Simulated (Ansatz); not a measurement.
Ansatz results at the PBE0-D4/def2-TZVP geometry: LUMO energy (PBE0/def2-TZVPP) 0.46 eV; HOMO energy (ωB97M-V/def2-TZVPP) -9.41 eV; LUMO energy (PBE/def2-TZVPP) -0.41 eV.

Each molecule was computed in one conformer, which needn't be the lowest.

Q: Which molecule gave them?
A. `NC1=N[SiH2]S1`
B. `C[SiH](O)P`
C. `[SiH3][Se]BCl`
D. `C/N=C\F`

A: B. The others give `NC1=N[SiH2]S1`: -0.31, -9.26, -1.21; `C/N=C\F`: 0.12, -10.46, -1.00; `[SiH3][Se]BCl`: -1.60, -9.75, -2.48.
